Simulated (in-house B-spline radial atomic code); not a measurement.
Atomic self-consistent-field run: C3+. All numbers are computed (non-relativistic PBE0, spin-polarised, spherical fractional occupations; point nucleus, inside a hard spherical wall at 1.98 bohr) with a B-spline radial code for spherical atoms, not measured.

Command:
```bash
python run_scf.py task.json out
```
Settings:
```
Z                6
configuration    [He] 2p1
hamiltonian      nr
method           pbe0
spin_polarised   True
wall_radius      1.98
```

Output (hartree, bohr):
```
 radial grid: 31 intervals, B-splines of order 8, outer radius 1.98 bohr

 iter        energy (Eh)    residual
    1         -33.523221    2.65e-01
    2         -34.066548    2.04e-02
    3         -34.069536    9.32e-03
    4         -34.070168    4.24e-03
    5         -34.070336    3.83e-04
    6         -34.070338    6.39e-06
    7         -34.070338    8.70e-08

 total energy                       -34.07034
 kinetic                              35.5273
 electron-nucleus                    -75.5911
 Hartree                               9.9890
 exact exchange                       -0.9409
 exchange-correlation                 -3.0547

 orbital      occ     eigenvalue          <r>       <r^2>       <1/r>     <1/r^3>     <1/r^2>       r_max
 1s up      1.000       -12.2867     0.270311   0.0988944     5.64734           -     65.0858      0.1741
 1s down    1.000       -12.2320     0.268832   0.0976613     5.66957           -     65.4991      0.1737
 2p up      1.000        -1.3564     0.928011    0.975818     1.28161     5.17203     2.11381      0.8575
```

Time taken, with all properties: 0.03 s on 1 thread of Arm Neoverse V2 (shared host).

Caution: exact exchange at fractional occupations of open shells leaves self-interaction of up to several eV.
